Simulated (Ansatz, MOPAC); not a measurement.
Molecule: SrF (charge +1, singlet). SMILES: [F][Sr+]

Atoms: Sr1, F2. Bonds: Sr1-F2.

Bond lengths (Å) and angles (degrees) optimised at PM3 with MOPAC; PM6 with MOPAC; HF/3-21G with Ansatz (an electronic-structure program); HF/6-31G* with LANL2DZ past Ar with Ansatz; B3LYP/LANL2DZ with Ansatz; B3LYP/6-31G* with LANL2DZ past Ar with Ansatz, each started from the B3LYP-D3(BJ)/def2-TZVP structure (Ansatz) of the last column. A row stands for all coordinates that are equal there. 6-31G* holds six Cartesian d functions.

```csv
coordinate,PM3,PM6,HF/3-21G,HF/6-31G* with LANL2DZ past Ar,B3LYP/LANL2DZ,B3LYP/6-31G* with LANL2DZ past Ar,B3LYP-D3(BJ)/def2-TZVP
Sr1-F2,2.256,2.073,2.126,2.094,2.180,2.113,2.019
```

Mean signed difference of all 1 bond lengths from B3LYP-D3(BJ)/def2-TZVP: PM3 0.237 Å, PM6 0.054 Å, HF/3-21G 0.107 Å, HF/6-31G* with LANL2DZ past Ar 0.075 Å, B3LYP/LANL2DZ 0.161 Å, B3LYP/6-31G* with LANL2DZ past Ar 0.094 Å.
